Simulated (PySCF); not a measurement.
## Sn(22+): ionisation energy

Sn(22+) [Ar] 3d10 (1S) → Sn(23+) [Ar] 3d9 (2D), as a difference of total energies. All numbers are calculated (PySCF 2.14, no relativity, point nucleus, in an even-tempered Gaussian basis (17 s from 2.5 bohr⁻², ratio 2.5; 11 p from 3.2 bohr⁻², ratio 2.5; 8 d from 3.2 bohr⁻², ratio 2.5; 4 f from 17 bohr⁻², ratio 2.7; 3 g from 25 bohr⁻², ratio 2.7)). Correlated levels: outer shells: [Ne] frozen; virtual orbitals above 40 to 60 times the deepest correlated orbital energy dropped. The calculations carry no spin-orbit coupling.

Task: Order these methods by the ionisation energy they give, lowest first.
A. r2SCAN
B. M06-2X
C. PBE
D. SCS-MP2 (outer shells)

Result: C (1134.3 eV), A (1135.1 eV), D (1136.3 eV), B (1136.8 eV).

A first-order spin-orbit estimate (lowest level to lowest level, LS coupling) adds -3.520 eV.

All relativistic terms are absent from these numbers, so their closeness to the reference says little about the methods.

For comparison: 1127 ± 4 eV (theoretical estimate listed by NIST; NIST Atomic Spectra Database, ionization energies).
